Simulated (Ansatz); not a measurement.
`CC(C)(C)C(=O)CC(=O)C(C)(C)C` + `[NH2][AlH][SiH2]S` → `CS[SiH2][AlH][NH2]` + `CC(C)C(=O)CC(=O)C(C)(C)C`  (substitution at a C–C bond)

Isolated molecules relaxed with PBE0-D4/def2-TZVP in Ansatz; ΔE leaves out vibrations. CCSD(T)/CBS adds triple-zeta CCSD(T) − MP2 to the extrapolated MP2 energy (def2 sets, frozen cores). Functionals use def2-TZVPP. One conformer a species, not always the lowest.

```json
{"level": "PBE-D4", "ΔE (kJ/mol)": "3.1"}
{"level": "BHLYP-D4", "ΔE (kJ/mol)": "6.5"}
{"level": "ωB97M-V", "ΔE (kJ/mol)": "12.5"}
{"level": "HF/def2-SVP", "ΔE (kJ/mol)": "6.0"}
```

Problem. What does CCSD(T)/CBS give? (Best estimate.)

Solution. Computed: +13.0 kJ/mol. The listed levels differ from it by -9.9, -6.5, -0.5, -7.0 kJ/mol.

Largest T1 diagnostic among the species: 0.013.

From BLYP to BHLYP (50 % exact exchange), in def2-TZVPP and without D4, ΔE moves by +9.7 kJ/mol. The D4 term adds +9.2 kJ/mol with B3LYP and +5.7 kJ/mol with PBE0; it sums over pairs of atoms, weighted by their polarisabilities, and B3LYP, whose exchange is more repulsive, gets the larger term.

B3LYP here is the variant with VWN-RPA as its local correlation; programs differ in this.
